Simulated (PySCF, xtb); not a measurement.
fluoro(fluorosilylsulfanyl)silane (F₂H₄SSi₂), SMILES F[SiH2]S[SiH2]F. One conformer was computed; it need not be the lowest.

Harmonic wavenumbers (cm⁻¹) from GFN2-xTB run with xtb at its own minimum, in rising order: 36, 40, 95, 170, 206, 476, 491, 513, 525, 565, 576, 709, 718, 736, 751, 821, 850, 2371, 2383, 2407, 2438.

Problem. What does TPSSh-D3(BJ)/def2-SVP run with PySCF 2.14.0 give at its own minimum? (Estimate from the structure and the level; the computed values follow.)

Solution. 37, 45, 116, 227, 248, 494, 511, 579, 653, 749, 765, 870, 871, 892, 953, 958, 964, 2293, 2298, 2319, 2321. Paired by order, the mean absolute difference is 96 cm⁻¹ and the zero-point energies are 25.6 and 27.4 kcal/mol.
